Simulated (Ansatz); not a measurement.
Consider the ligand exchange at the Si–C bond: `BC[SiH3]` + `O[AsH2]` → `[SiH3]O[AsH2]` + `BC`.

Gas-phase electronic energies from Ansatz, PBE0-D4/def2-TZVP geometries. CCSD(T)/CBS adds triple-zeta CCSD(T) − MP2 to the extrapolated MP2 energy (def2 sets, frozen cores). This one scheme is used for every species. DFT in def2-TZVPP. B3LYP here is the variant with VWN-RPA as its local correlation; programs differ in this. For As outer-core shells are correlated without core-valence functions, which leaves a few kJ/mol of doubt a bond. Scalar relativity is left out up to krypton.

```csv
level,ΔE (kcal/mol),difference from CCSD(T)/CBS
PBE-D4,-15.2,3.5
BLYP-D4,-18.7,0.0
B3LYP-D4,-19.6,-0.9
r2SCANh-D4,-18.1,0.6
BHLYP-D4,-21.6,-2.9
CAM-B3LYP-D4,-20.4,-1.7
BLYP,-18.9,-0.2
r2SCAN,-17.9,0.8
B3LYP,-19.7,-1.0
HF/def2-TZVPP,-24.3,-5.6
CCSD(T)/CBS,-18.7,0
```

Q: What do rigid-rotor, harmonic-oscillator terms from PBE0-D4/def2-TZVP frequencies (298.15 K, 1 bar) make of the CCSD(T)/CBS value? (Best estimate.)

A: Ansatz gave: ΔZPE = -0.6 kcal/mol, ΔH = -19.0 kcal/mol, ΔS = 18 J/(mol·K), ΔG = -20.2 kcal/mol. Modes under 50 cm⁻¹ make the entropy rough.

Largest T1 diagnostic among the species: 0.012.

In def2-TZVPP, CCSD(T) changes the Hartree–Fock value by +5.6 kcal/mol (the triples alone add +0.8 kcal/mol) and MP2 by +5.2 kcal/mol. From PBE to PBE0 (25 % exact exchange), in def2-TZVPP and without D4, ΔE moves by −1.2 kcal/mol. Leaving LDA and LC-ωPBE aside and taking each functional with its dispersion term where it has one, the values, not all of them listed here, spread over 6.6 kcal/mol, from BHLYP-D4 to revPBE-D4.
